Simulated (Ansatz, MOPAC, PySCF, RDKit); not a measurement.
Pair of molecules: HCl (SMILES Cl) (first 2 atoms) with CH4 (SMILES C); geometry from B3LYP-D3(BJ)/def2-TZVP, rigid monomers moved along the line of their centres of mass till H2···C3 is 2.27 Å.
(charge 0, multiplicity 1):
```xyz
7

Cl    -0.4127    -0.3469    -0.4821
H     -0.2910    -0.2431     0.7911
C     -0.0682    -0.0496     3.0376
H     -0.9985     0.4261     2.7275
H      0.0330     0.0415     4.1179
H     -0.0836    -1.1064     2.7711
H      0.7787     0.4424     2.5594
```

```
level                                          interaction energy (kcal/mol)  minus CCSD(T)/CBS(aug-cc-pV(D+d)Z, aug-cc-pV(T+d)Z)
---------------------------------------------  -----------------------------  ---------------------------------------------------
UFF                                                                     7.75                                                 8.67
PM3                                                                    -0.81                                                 0.11
PM6                                                                    -0.57                                                 0.35
HF/STO-3G (no counterpoise)                                             1.72                                                 2.64
HF/aug-cc-pV(D+d)Z                                                      1.64                                                 2.56
r2SCAN/def2-TZVPPD                                                     -0.85                                                 0.07
B3LYP/3-21G (no counterpoise)                                          -0.50                                                 0.42
B3LYP-D3(BJ)/def2-TZVPPD                                               -0.90                                                 0.02
MP2/6-31G*                                                              0.85                                                 1.77
MP2/aug-cc-pV(T+d)Z                                                    -0.91                                                 0.01
MP2/CBS(aug-cc-pV(D+d)Z, aug-cc-pV(T+d)Z)                              -1.10                                                -0.18
SCS-MP2/aug-cc-pV(D+d)Z                                                 0.24                                                 1.16
SCS-MP2/aug-cc-pV(T+d)Z                                                -0.27                                                 0.65
CCSD(T)/CBS(aug-cc-pV(D+d)Z, aug-cc-pV(T+d)Z)                          -0.92                                                 0.00
```

 The comparison column counts from a level with limits of its own.

The rows run from -1.10 (MP2/CBS(aug-cc-pV(D+d)Z, aug-cc-pV(T+d)Z)) to 7.75 kcal/mol (UFF).

Monomers are frozen at their geometry in the pair; levels with a basis set take the counterpoise correction. Rows marked so take none. RDKit's UFF carries no charges.

Frozen-core correlation. CBS: X⁻³ extrapolation of the correlation energy, Hartree–Fock from the larger set. Rows in 3-21G, 6-31G*, STO-3G carry no dispersion term and start afresh at each structure (6-31G* with six Cartesian d functions). MP2/6-31G* freezes PySCF's default core. The state that PM3, PM6 reach isn't checked.

Programs: Ansatz (a first-principles code); MOPAC for PM3, PM6 (differences of heats of formation); PySCF for 3-21G rows, 6-31G* rows, STO-3G rows, the dispersion terms; RDKit for the force fields. Values without a source in brackets are computed.
